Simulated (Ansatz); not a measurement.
`C[Si](O)(O)Br` → Br• + C• + 5 H• + 2 O• + Si•  (atomization)

Computed with Ansatz on PBE0-D4/def2-TZVP structures; ΔE is electronic, products minus reactants. CCSD(T)/CBS is the MP2 limit (def2-TZVPP, def2-QZVPP) plus CCSD(T) − MP2 in def2-TZVPP, frozen cores. This one scheme is used for every species, atoms too. DFT in def2-TZVPP. B3LYP here is the variant with VWN-RPA as its local correlation; programs differ in this. No spin–orbit coupling; open shells (•) take unrestricted orbitals. Spin–orbit coupling would lower the free atoms: a little for C, O, Si; clearly for Br. Bonds to Br are less sure, by a few kJ/mol each and by 10 to 20 or more in all where they break to atoms, as the def2 sets lack core-valence functions. Scalar relativity is left out up to krypton. One conformer a species, not always the lowest.

```tsv
level	ΔE (kcal/mol)
BLYP-D4	912.2
B3LYP-D4	913.6
ωB97M-V	921.7
CCSD/def2-TZVPP	883.3
```

**Question.** What does CCSD(T)/CBS give? (Estimate.)

**Answer.** Ansatz gave: +925.4 kcal/mol. The listed levels differ from it by -13.2, -11.8, -3.7, -42.1 kcal/mol.

Largest T1 diagnostic among the species: 0.012.

From BLYP to BHLYP (50 % exact exchange), in def2-TZVPP and without D4, ΔE moves by −19.5 kcal/mol: exact exchange takes away binding that semilocal exchange gives to molecules. At CCSD(T), def2-SVP lies −74.7 kcal/mol from the extrapolated value and def2-TZVPP −28.5 kcal/mol: correlation converges slowly with the basis, and small sets miss more of it in the bonded molecule than in its fragments. Leaving LDA and LC-ωPBE aside and taking each functional with its dispersion term where it has one, the values, not all of them listed here, spread over 42.6 kcal/mol, from BHLYP-D4 to PBE-D4. LDA lies +125.2 kcal/mol from PBE without D4, its usual overbinding.

For atomizations the MP2-based limit and the directly extrapolated one differ by several kJ/mol either way, and by 10 to 25 for some Ge, Se and Sn compounds, so smaller differences from it don't rank the levels.
